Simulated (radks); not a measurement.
Values are calculated unless marked as measured or tabulated.
Q: Radial electron density D(r) = 4 pi r^2 rho(r) of an atom or ion with 1 electrons. Level of theory: scalar-relativistic Kohn-Sham, BLYP, spin-polarised, spherical densities, finite nucleus; Fermi nuclear charge, rms radius of each element as measured or else 0.836 A^(1/3) + 0.57 fm (a radial shooting solver on a logarithmic mesh with Libxc functionals).

| r (bohr) | D(r) (e/bohr) |
|---|---|
| 0.02586 | 0.1995 |
| 0.03108 | 0.2733 |
| 0.03766 | 0.3754 |
| 0.04527 | 0.5021 |
| 0.05485 | 0.6689 |
| 0.06646 | 0.8731 |
| 0.07989 | 1.101 |
| 0.0968 | 1.362 |
| 0.1164 | 1.615 |
| 0.141 | 1.850 |
| 0.1695 | 2.006 |
| 0.2053 | 2.056 |
| 0.2468 | 1.965 |
| 0.2991 | 1.725 |
| 0.3624 | 1.377 |
| 0.4356 | 1.011 |
| 0.5278 | 0.6775 |
| 0.6344 | 0.4532 |
| 0.7686 | 0.3203 |
| 0.9239 | 0.2528 |
| 1.119 | 0.1990 |
| 1.346 | 0.1420 |
| 1.63 | 0.08177 |
| 1.976 | 0.03600 |
| 2.375 | 0.01205 |
| 2.877 | 0.002606 |
| 3.459 | 0.0003838 |

What is the nuclear charge?

A: Z = 5. The innermost maximum, from 1s, lies near gamma/Z bohr with gamma = sqrt(1 - (Z/c)^2) = 0.999, here 0.2 bohr (found: 0.200), and its height grows with Z. The density is that of the boron ion B4+ in 1s0.75 2p0.25; the configuration itself is not fixed sharply by these data. D(r) has 1 maximum, at r = 0.200 bohr.
